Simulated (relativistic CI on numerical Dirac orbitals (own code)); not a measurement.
Calculated at this level of theory: Dirac-Coulomb-Breit CI, separate exchange-only KLI orbitals for each configuration, model QED, unscaled Slater integrals (own radial code, finite nucleus).

The strongest absorption lines from the ground level of an ion, among the configurations computed and to levels below about 8340 eV (vacuum wavelength in nm, gf): 0.14901 (0.049), 0.14943 (0.027), 0.16577 (0.11), 0.16680 (0.065), 0.21901 (0.44), 0.22338 (0.27), 2.5171 (0.15), 10.329 (0.017).

Question: Which ion is it?
A. Sn47+
B. Pd43+
C. Xe51+
D. Ce55+

Answer: C. Xe51+ has 3 electrons and the ground level 2s ²S1/2; the strongest line goes to 3p ²P°3/2. The pattern of lines fixes the number of electrons, and along that sequence the line energies rise steadily with the charge (about as its square where n changes within one kind of shell, about linearly where n is kept but much faster in heavy ions where fine structure, which grows about as Z⁴, sets the gap, and irregularly where shells cross), which fixes Z. Configurations outside the model, such as inner-shell arrays, can give stronger lines. At this charge energies of transitions that change n are usually good to better than 1 %, and those within a shell (Δn = 0) to a few per cent.
